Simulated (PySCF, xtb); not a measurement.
Te(Me)(OSiH3) (CH₆OSiTe), SMILES C[Te]O[SiH3].

xtb with GFN2-xTB at its own geometry gives an orbital gap of 3.28 eV and a dipole moment of 2.50 D.

The structure is a stationary point at PBE-D3(BJ)/def2-SVP. The structure was generated by enumeration, and PubChem lists no compound with its InChIKey, so it may never have been made. The def2 effective core potentials stand for the cores of Te; spin–orbit coupling is left out. The values are those of a single conformer.

Task: What does HF/def2-TZVP run with PySCF give? (The exact figures need the calculation; the answer reports its results.)

Result: gap 9.93 eV (levels -8.57 and 1.36 eV), dipole 2.40 D.
